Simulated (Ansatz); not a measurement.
Basis-set series for GeH$_{11}$NSi$_{3}$ (`[SiH3][SiH2][N]([SiH3])[GeH3]`). The species carries charge 0 and has multiplicity 1. The geometry is a stationary point of PBE0-D4/def2-TZVP. It is one conformer, not always the lowest.

```tsv
functional	basis	functions	energy (Eh)	HOMO (eV)	LUMO (eV)
PBE0-D4	def2-SVP	155	-3005.60524	-7.11	-0.35
PBE0-D4	def2-TZVPP	359	-3006.24380	-7.17	-0.61
ωB97M-V	def2-SVP	155	-3006.05839	-9.20	1.51
ωB97M-V	def2-TZVPP	359	-3006.70257	-9.30	1.13
```

Q: Give the rows for def2-QZVPP. (An estimate is asked.)

A: Ansatz gave: 
```tsv
functional	basis	functions	energy (Eh)	HOMO (eV)	LUMO (eV)
PBE0-D4	def2-QZVPP	686	-3006.32254	-7.18	-0.68
ωB97M-V	def2-QZVPP	686	-3006.77789	-9.30	0.98
```

Positive LUMOs are unbound and depend on the basis. Scalar relativity is left out up to krypton.
